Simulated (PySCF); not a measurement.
BaCl, SMILES [Ba+][Cl], charge +1.

Geometry optimised at B3LYP-D3(BJ)/def2-TZVPD. The multiplicity is an assumed one; other spin states were not compared. The def2 effective core potentials stand for the cores of Ba; spin–orbit coupling is left out.

Method: PBE0/def2-TZVPD in PySCF.

The total energy is -485.43290 hartree, the point group is C∞v and the highest occupied level comes out as -12.29 eV. The lowest empty level is -6.21 eV, the orbital gap is 6.07 eV and the dipole moment about the centre of nuclear charge is 8.68 D. The mean static polarisability comes out as 39.1 bohr³ (5.79 Å³). The polarisability, principal values is 29.1, 29.1, 59.1 bohr³.
